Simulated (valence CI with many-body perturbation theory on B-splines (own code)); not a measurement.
## Forbidden lines of Xe¹²⁺

Calculated by valence CI with perturbative core correlation (CI+MBPT): six valence electrons over a frozen Dirac-Fock core [Kr], a basis of 7 s, 7 p, 8 d, 6 f, 4 g, 1 h functions for each j, with the one-electron correlation potential Σ1, the two-electron term Σ2, the three-electron term Σ3, Breit, model QED; selected CI, second order for the rest, scaled by the run's own slope (own B-spline code, finite nucleus).

No measured spectrum was set against this ion. As an estimate, terms of the open shell hold to 2 to 4 % of their energy, and close levels can change places. Core correlation moves these levels by up to 9400 cm⁻¹, and in measured spectra 5 to 20 % of such shifts remained as error; rates that hang on mixing are uncertain with them. Among the levels kept, up to 1200 cm⁻¹ of a level comes from second order outside the variational space, and about a tenth of that is noise between levels of different J, which matters for small intervals. The list stops below the first excitations out of the core. Only levels of the ground parity were solved; by the run's estimate the other parity begins above the list, which can be wrong where configurations are misplaced.

Lines 1 to 50 of 120 in falling wavelength, among levels below 494300 cm⁻¹, chosen from the decays that carry over 1 % of a level's rate. Wavelengths and rates use the calculated energies, so an error of 2000 cm⁻¹ moves a line at 15540 Å by 31 % and its rate by three times that or more. Electric multipoles are in the length gauge, E1 and E2 with the static RPA response of the core. Weak lines are less certain than strong ones. Lines between different terms over intervals too small for the method are left out, as are lines whose strength nearly cancels. Where a level lies close to another of its J and parity, the split of strength between their lines is uncertain. Intervals below about 2000 cm⁻¹, as at the head of this list, are uncertain by tens of per cent.

Names give the largest LS component (configuration and term), which can be under half, so a name can repeat, a term be missing and a line seem to break the LS rules; names also repeat where a configuration has a term twice. Letters in brackets count levels of one name in rising energy.

```
λ vac (Å)         Upper         Lower  Type   A (s⁻¹)  Branch %
8.376e+05      4d6 3H_6      4d6 3H_5    M1  1.75e-05      38.3
4.395e+05      4d6 5D_2      4d6 5D_3    M1  5.47e-04      67.5
1.178e+05      4d6 5D_0      4d6 5D_1    M1  8.32e-02      99.9
    18880      4d6 5D_1      4d6 5D_2    M1  1.08e+01     100.0
    18600      4d6 3H_5  4d6 3H_4 [a]    M1  1.97e+00      20.3
    18200      4d6 3H_6  4d6 3H_4 [a]    E2  6.19e-07       1.4
    15540  4d6 3F_2 [a]  4d6 3P_2 [a]    M1  1.24e+00       1.1
    14170  4d6 3H_4 [b]  4d6 3F_3 [a]    M1  2.49e+00       1.1
    10640  4d6 3P_1 [a]      4d6 3D_2    M1  1.57e+01       4.3
    10310      4d6 5D_3      4d6 5D_4    M1  2.93e+01     100.0
    10070      4d6 5D_2      4d6 5D_4    E2  2.64e-04      32.5
     8308  4d6 3F_3 [a]  4d6 3H_4 [a]    M1  2.24e+01      16.0
     8270  4d6 3P_1 [a]      4d6 3D_1    M1  1.86e+01       5.1
     7986      4d6 3D_2  4d6 3F_2 [a]    M1  4.68e+00       5.4
     7791  4d6 3P_1 [a]  4d6 1S_0 [a]    M1  1.24e+01       3.4
     7699      4d6 3G_4  4d6 3F_3 [a]    M1  2.87e+00       3.3
     7291  4d6 3H_4 [b]      4d6 3H_5    M1  1.61e+01       6.9
     7249      4d6 3D_2  4d6 3F_3 [a]    M1  1.28e+01      14.8
     7169  4d6 3P_0 [a]      4d6 3D_1    M1  2.24e+01      17.0
     6834      4d6 3D_3  4d6 3F_2 [a]    M1  1.49e+01       6.7
     6800      4d6 1F_3      4d6 3D_2    M1  1.63e+00       1.7
     6707  4d6 1G_4 [a]      4d6 3D_3    M1  4.24e+00       1.5
     6447      4d6 1F_3      4d6 3G_4    M1  4.07e+00       4.3
     6297      4d6 3G_3  4d6 3F_2 [a]    M1  1.52e+01      10.1
     6148      4d6 3D_1  4d6 3P_2 [a]    M1  8.59e+01      38.9
     5962  4d6 3P_1 [b]  4d6 3P_0 [a]    M1  5.26e+01       8.3
     5956  4d6 1D_2 [a]      4d6 3D_3    M1  2.06e+01       7.2
     5830      4d6 3G_3  4d6 3F_3 [a]    M1  5.25e+01      34.9
     5626      4d6 3F_4  4d6 1G_4 [a]    M1  4.70e+00       1.1
     5610  4d6 1G_4 [a]      4d6 3G_4    M1  5.12e+00       1.9
     5565      4d6 3G_5      4d6 3H_6    M1  6.18e+01      61.8
     5529      4d6 3G_5      4d6 3H_5    M1  3.33e+01      33.3
     5291  4d6 1D_2 [a]      4d6 3D_2    M1  4.06e+00       1.4
     5275      4d6 3D_2  4d6 3P_2 [a]    M1  9.80e+00      11.3
     5238  4d6 3H_4 [b]  4d6 3H_4 [a]    M1  1.22e+02      52.2
     5170  4d6 3H_4 [a]      4d6 5D_3    M1  5.98e+00       4.8
     5158  4d6 1G_4 [a]      4d6 3G_5    M1  1.54e+01       5.6
     5089      4d6 3G_4      4d6 3H_5    M1  4.33e+01      49.9
     4978      4d6 3F_4      4d6 1F_3    M1  3.72e+01       8.3
     4852  4d6 3F_2 [b]      4d6 1F_3    M1  8.86e+01      22.6
     4833  4d6 3P_2 [a]      4d6 5D_1    M1  6.29e+01      18.7
     4747      4d6 3D_3  4d6 3P_2 [a]    M1  4.50e+01      20.2
     4663      4d6 1F_3  4d6 3H_4 [b]    M1  1.67e+00       1.8
     4631  4d6 1D_2 [a]      4d6 3D_1    M1  2.22e+01       7.8
     4561  4d6 3P_1 [a]  4d6 3F_2 [a]    M1  1.79e+01       4.9
     4209  4d6 1G_4 [a]  4d6 3H_4 [b]    M1  9.66e+01      35.1
     3996      4d6 3G_4  4d6 3H_4 [a]    M1  3.58e+00       4.1
     3848  4d6 3P_2 [a]      4d6 5D_2    M1  9.98e+00       3.0
     3845      4d6 1I_6      4d6 3H_6    M1  6.95e+01      68.3
     3827      4d6 1I_6      4d6 3H_5    M1  3.14e+01      30.9
```
